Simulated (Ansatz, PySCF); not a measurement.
Reaction R1 + 0.5 R2 → P1, each structure at its B3LYP-D3(BJ)/def2-TZVP stationary point, reached from a drawn start (curvature not checked).
R1, GeO (SMILES [O+]#[Ge-]) (charge 0, multiplicity 1):
| atom | x (Å) | y (Å) | z (Å) |
|---|---|---|---|
| Ge | -0.0092 | -0.0185 | -0.8160 |
| O | 0.0092 | 0.0185 | 0.8160 |
P1, GeO2 (SMILES [O]=[Ge]=[O]) (charge 0, multiplicity 1):
```xyz
3

Ge     0.000     0.000     0.000
O      1.624    -0.004     0.010
O     -1.624     0.004    -0.010
```
R2, O2 (SMILES O=O) (charge 0, multiplicity 3):
| atom | x (Å) | y (Å) | z (Å) |
|---|---|---|---|
| O | 0.0000 | 0.0000 | 0.6022 |
| O | 0.0000 | 0.0000 | -0.6022 |

P less R. No zero-point or thermal terms; singlets are restricted closed shells; open shells are unrestricted; no spin–orbit coupling.

Correlated levels freeze the cores. In cc and def2 sets filled d and f shells under p-block atoms count as core. CBS(a, b) extrapolates the correlation energy as X⁻³ and adds the Hartree–Fock energy of set b.

The values were computed with Ansatz (a quantum-chemistry and plane-wave program); PySCF for the D3/D4 terms. Each number belongs to the level named beside it.

Task: What is the computed reaction energy (PBE-D3(BJ)/def2-TZVPP)?

Result: -13.3 kcal/mol

Task: What reaction energy does r2SCAN-D4/def2-TZVPP give?

Result: -12.7 kcal/mol

Task: Give the reaction energy at the level CCSD(T)/CBS(cc-pVTZ, cc-pVQZ).

Result: -16.3 kcal/mol
